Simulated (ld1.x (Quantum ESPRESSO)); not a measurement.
molybdenum (Mo), TM: configuration errors across variants

```json
{"Element": "molybdenum", "Generator": "ld1.x (Quantum ESPRESSO) 7.5", "Type": "norm-conserving Troullier–Martins (Kleinman–Bylander form)", "Functional": "PBE", "Relativity": "scalar-relativistic", "Frozen core": "[Ar] 3d10", "Valence charge": "14", "Reference configuration": "4s2 4p6 4d5 5s0 5p0 (charge +1)", "Partial waves": "4s (bound): rc 1.45 bohr; 4d (bound): rc 1.50 bohr; 4f channel at 0.25 Ry: rc 2.00 bohr; 4p (bound): rc 2.10 bohr", "Local potential": "the p channel", "Core correction": "Bessel-smoothed model core inside 1.45 bohr"}
```

All-electron excitation energies from the reference (eV): (1) 4s2 4p6 4d5 5s1 5p0 -6.890; (2) 4s2 4p6 4d4 5s0 5p0 15.462; (3) 4s2 4p6 4d3 5s0 5p0 42.206; (4) 4s2 4p6 4d5 5s0.5 5p0 -4.163; (5) 4s2 4p6 4d2 5s0 5p0 81.710; (6) 4s2 4p6 4d6 5s0 5p0 -6.127; (7) 4s2 4p6 4d5.5 5s0.5 5p0 -6.610.

Errors AE − PS in meV (a dash: test not solved or not reliable):

```tsv
change	(1)	(2)	(3)	(4)	(5)	(6)	(7)	bound ghosts
base	+228	+8.9	+44	+130	+116	+2.5	+106	none
wave 4d (bound): rc 1.50 bohr becomes 4d (bound): rc 1.00 bohr	+228	+12	+53	+130	+132	+1.6	+106	none
wave 4d (bound): rc 1.50 bohr becomes 4d (bound): rc 1.12 bohr	+228	+11	+49	+130	+125	+2.0	+106	none
wave 4d (bound): rc 1.50 bohr becomes 4d (bound): rc 1.28 bohr	+228	+9.7	+46	+130	+119	+2.3	+106	none
wave 4d (bound): rc 1.50 bohr becomes 4d (bound): rc 1.44 bohr	+228	+9.1	+45	+130	+117	+2.4	+106	none
wave 4d (bound): rc 1.50 bohr becomes 4d (bound): rc 1.74 bohr	+228	+8.7	+44	+130	+116	+2.5	+106	none
wave 4d (bound): rc 1.50 bohr becomes 4d (bound): rc 1.96 bohr	+228	+8.4	+44	+130	+120	+2.4	+106	none
wave 4d (bound): rc 1.50 bohr becomes 4d (bound): rc 2.06 bohr	+228	+8.3	+44	+130	+126	+2.3	+106	none
wave 4d (bound): rc 1.50 bohr becomes 4d (bound): rc 2.24 bohr	+229	+8.1	+48	+130	+153	+1.8	+106	none
```

Question: Give the same row for: wave 4d (bound): rc 1.50 bohr becomes 4d (bound): rc 1.58 bohr.

Answer: +228, +8.8, +44, +130, +116, +2.5, +106; bound ghosts: none.
